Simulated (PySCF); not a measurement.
A structure optimised at PBE-D3(BJ)/def2-SVP, used in a PySCF frequency run:

```xyz
7

Mo    -0.0805     0.2005     0.0538
O      0.8645     1.3561     0.8494
S      0.9231    -1.6872    -0.0100
F     -1.7366     0.0178     0.8908
N     -0.3044     0.8006    -1.7572
H     -0.1624     1.7784    -2.0359
H     -0.3817     0.1860    -2.5748
```
Charge 0, spin multiplicity 1.

Question: Write its SMILES and formula.

Answer: [NH2][Mo](=[O])([F])=[S], FH₂MoNOS

Question: What are its rotational constants (standard atomic weights)?

Answer: 3.2240, 2.2204, 2.0377 GHz
